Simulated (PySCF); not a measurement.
Run record: geometry optimisation, `[SiH3][SnH2][B](Cl)Cl`.

Computed with PBE0-D3(BJ)/def2-SVP geometry optimisation, gas phase, def2 core potentials past Kr (PySCF 2.14.0). Start geometry: GFN2-xTB. A driver script takes a list of jobs; this job's settings line and coordinates (Å) are shown.

Input:
```
{"job": {"xc": "PBE0", "basis": "def2-SVP", "d3": "d3bj", "grid": 1, "maxiter": 30, "shake": 0.01, "kind": "geom"}, "charge": 0, "multiplicity": 1}
Si     1.998950    -0.478400    -0.110240
Sn    -0.259460     0.717920     0.096040
B     -2.265010    -0.339230     0.027040
Cl    -2.718910    -1.162240    -1.368960
Cl    -3.274520    -0.370410     1.379940
H      2.024350    -1.155700    -1.388740
H      2.132120    -1.401820     0.984690
H      3.047670     0.552070    -0.063930
H     -0.346220     1.927040    -1.053020
H     -0.288530     1.689850     1.476130
```

Output:
```
step   0  E = -1451.24480149  max force = 0.034639
step   1  E = -1451.25460724  max force = 0.009590
step   2  E = -1451.25537529  max force = 0.004734
step   3  E = -1451.25586640  max force = 0.001796
step   4  E = -1451.25594248  max force = 0.001227
step   5  E = -1451.25601117  max force = 0.000694
step   6  E = -1451.25602693  max force = 0.000534
step   7  E = -1451.25602753  max force = 0.000409
optimisation converged
```

Energies in Eh; «max force» is the largest Cartesian gradient component in Eh/bohr.

Problem. Give the first gradient maximum in eV/Å.

Solution. With 1 Eh/bohr = 51.422 eV/Å, 1.781 eV/Å.

Problem. How much energy does the optimisation release, in kcal/mol?

Solution. E(step 0) − E(last step) = 0.011226 Eh, which is 7.0 kcal/mol.

Main results: final energy -1451.25603 Eh after 7 steps; dipole 0.15 D.

Problem. Give the final coordinates.

Solution. 0.265 Å rms from the input after alignment:
```
atom  x, y, z in Å
Si1    1.8129   -0.4415   -0.1447
Sn2   -0.2929    1.0037    0.1413
B3    -2.0620   -0.3947    0.0749
Cl4   -2.3534   -1.3317   -1.3749
Cl5   -3.1191   -0.6371    1.4450
H6     1.7245   -1.1885   -1.4363
H7     1.9010   -1.4314    0.9725
H8     3.0533    0.3921   -0.1482
H9    -0.3802    2.1194   -1.1588
H10   -0.2337    1.8878    1.6085
```

Problem. Estimate the wall time. Hardware: one thread, Arm Neoverse V1 (aarch64), shared host. And the peak memory of the process?

Solution. About 59 s, with 0.49 GiB resident at the peak, the Python interpreter and its libraries included.
Labels such as C1 count atoms from 1, the log's own numbers from 0.
